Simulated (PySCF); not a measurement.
**Zn²⁺: ionisation energy**

Zn²⁺ [Ar] 3d10 (1S) → Zn³⁺ [Ar] 3d9 (2D), as a difference of total energies. Calculation: PySCF 2.14, in ANO-RCC-VTZP (6s5p3d2f1g, 59 functions); scalar relativity by spin-free X2C-1e. Correlated levels: valence: [Ar] frozen. The calculations carry no spin-orbit coupling.

```json
{"method": "UHF", "ionisation energy (eV)": "36.991", "plus first-order spin-orbit estimate": "36.840", "error of that sum (eV)": "-2.883"}
{"method": "MP2 (valence)", "ionisation energy (eV)": "40.052", "plus first-order spin-orbit estimate": "39.901", "error of that sum (eV)": "+0.178"}
{"method": "SCS-MP2 (valence)", "ionisation energy (eV)": "39.679", "plus first-order spin-orbit estimate": "39.527", "error of that sum (eV)": "-0.196"}
{"method": "CCSD (valence)", "ionisation energy (eV)": "39.377", "plus first-order spin-orbit estimate": "39.226", "error of that sum (eV)": "-0.497"}
{"method": "CCSD(T) (valence)", "ionisation energy (eV)": "39.509", "plus first-order spin-orbit estimate": "39.358", "error of that sum (eV)": "-0.365"}
```

Reference: 39.723 eV (measured; NIST Atomic Spectra Database, ionization energies).

A first-order spin-orbit estimate (lowest level to lowest level, LS coupling) adds -0.151 eV.

Errors of the correlated levels include the incompleteness of this basis and the frozen core.
